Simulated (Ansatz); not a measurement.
Cost and result for the atomization energy of C3H9NSi (`C/C=N/C[SiH3]`) (14 atoms, 13 bonds).

```csv
atom,x (Å),y (Å),z (Å)
C1,2.4067,-0.4100,0.7042
C2,1.0836,0.2530,0.5611
N3,0.0002,-0.3933,0.5699
C4,-1.2322,0.3237,0.3868
Si5,-1.9830,-0.1284,-1.2882
H6,3.0309,-0.2110,-0.1728
H7,2.2810,-1.4859,0.8202
H8,2.9444,-0.0109,1.5700
H9,1.0896,1.3498,0.4479
H10,-1.1201,1.4185,0.4553
H11,-1.9468,0.0127,1.1567
H12,-1.0579,0.2860,-2.3763
H13,-2.2185,-1.5915,-1.3776
H14,-3.2778,0.5872,-1.4572
```

Charge 0, multiplicity 1. The structure was optimised at the PBE0-D4/def2-TZVP level. It is one conformer, not always the lowest. Program: Ansatz. All runs use 4 threads of an Arm Neoverse V2 on a shared host. Times are those of one run each, without the atoms' runs, and a repeat can differ threefold. Electronic energies, without spin–orbit coupling; frozen cores. CCSD(T)/CBS adds CCSD(T) − MP2 in def2-TZVPP to the MP2 limit, and its time is that of the two runs behind it. T1 = 0.012. HSE06 is the plane-wave form, built on full-range PBE exchange.

CCSD(T)/CBS is a level of theory with its own doubt, some kJ/mol a heavy atom from the limit and from the frozen cores, so smaller differences don't rank the functionals.

| level | functions | wall time | atomization (kJ/mol) | difference from CCSD(T)/CBS | per bond |
| --- | --- | --- | --- | --- | --- |
| revPBE-D4/def2-TZVPP | 292 | 2.1 s | 5169.7 | -9.0 | -0.7 |
| BLYP-D4/def2-TZVPP | 292 | 2.2 s | 5189.7 | 11.0 | 0.8 |
| PBE0-D4/def2-TZVPP | 292 | 3 s | 5199.2 | 20.5 | 1.6 |
| HSE06-D4/def2-TZVPP | 292 | 3.5 s | 5202.7 | 24.0 | 1.8 |
| r2SCANh-D4/def2-TZVPP | 292 | 5 s | 5157.9 | -20.8 | -1.6 |
| B2PLYP/def2-TZVPP | 292 | 6 s | 5138.0 | -40.7 | -3.1 |
| PBE-QIDH/def2-TZVPP | 292 | 6.5 s | 5148.8 | -29.9 | -2.3 |
| CCSD(T)/def2-SVP | 119 | 7 s | 4930.1 | -248.6 | -19.1 |
| ωB97X-V/def2-TZVPP | 292 | 8.5 s | 5204.4 | 25.7 | 2.0 |
| B97M-V/def2-TZVPP | 292 | 10 s | 5195.8 | 17.1 | 1.3 |
| MP2/def2-QZVPP | 568 | 27 s | 5165.4 | -13.3 | -1.0 |
| CCSD(T)/def2-TZVPP | 292 | 3.9 min | 5052.6 | -126.1 | -9.7 |
| CCSD(T)/CBS(def2) | – | 4.4 min | 5178.7 | 0.0 | 0.0 |

At CCSD(T), def2-SVP lies −248.6 kJ/mol from the extrapolated value and def2-TZVPP −126.1 kJ/mol: correlation converges slowly with the basis, and small sets miss more of it in the bonded molecule than in its fragments. In def2-TZVPP, CCSD(T) changes the Hartree–Fock value by +1250.0 kJ/mol (the triples alone add +69.7 kJ/mol) and MP2 by +1288.0 kJ/mol; breaking electron pairs costs correlation energy, which Hartree–Fock lacks. The D4 term adds +41.5 kJ/mol with B3LYP and +22.0 kJ/mol with PBE0; it sums over pairs of atoms, weighted by their polarisabilities, and B3LYP, whose exchange is more repulsive, gets the larger term.

B3LYP here is the variant with VWN-RPA as its local correlation; programs differ in this.
